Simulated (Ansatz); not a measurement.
Born–Oppenheimer molecular dynamics of ClF3H3NZr (9 atoms, charge 0, multiplicity 1). It starts at the highest image of a converged band, a first-order saddle point between two minima.

All numbers below come from RKS PBE0-D4/def2-SVP in Ansatz 0.2.0.

- ensemble: NVE (velocity Verlet)
- time step: 0.5 fs
- steps asked: 200
- starting velocities drawn for: 300 K
- seed: 8401

First frame:

```xyz
9
Properties=species:S:1:pos:R:3
Zr -0.324 0.065 -0.278
Cl -0.131 1.144 2.214
N 1.653 -0.217 -0.310
H 2.144 -0.901 -0.882
H 2.326 0.345 0.208
F -0.815 1.764 -0.975
F -0.860 -1.188 -1.593
F -1.395 -0.922 1.246
H -0.955 -0.089 2.012
```

(1) How far do the bonds stretch over the last three quarters of this one trajectory? (Pairs bonded in most of those frames.)

## Answers

(1) 
```json
{"bond": "Zr1–Cl2", "mean (Å)": "2.502", "spread (Å)": "0.123", "shortest": "2.37", "longest": "2.72"}
{"bond": "Zr1–N3", "mean (Å)": "1.991", "spread (Å)": "0.028", "shortest": "1.95", "longest": "2.03"}
{"bond": "Zr1–F6", "mean (Å)": "1.892", "spread (Å)": "0.017", "shortest": "1.86", "longest": "1.92"}
{"bond": "Zr1–F7", "mean (Å)": "1.901", "spread (Å)": "0.012", "shortest": "1.89", "longest": "1.92"}
{"bond": "Zr1–F8", "mean (Å)": "2.374", "spread (Å)": "0.015", "shortest": "2.34", "longest": "2.41"}
{"bond": "N3–H4", "mean (Å)": "1.020", "spread (Å)": "0.016", "shortest": "0.99", "longest": "1.05"}
{"bond": "N3–H5", "mean (Å)": "1.019", "spread (Å)": "0.013", "shortest": "1.00", "longest": "1.04"}
{"bond": "F8–H9", "mean (Å)": "0.972", "spread (Å)": "0.032", "shortest": "0.92", "longest": "1.04"}
```

Pairs bonded in part of these frames only: Zr1–H9 60 %.

Mean temperature of the second half: 321 K. The conserved energy stayed within 0.093 meV per atom of its start (net change -0.032 meV per atom), so the integration is sound. A run of 0.1 ps of so small a system gives no equilibrium averages. The orbitals stay closed-shell, which can raise the energy where a bond breaks towards radicals; this wasn't checked here.

Time of the run: 7.3 min on 4 threads of Arm Neoverse V2, with other jobs on the host, peak memory 0.31 GiB.
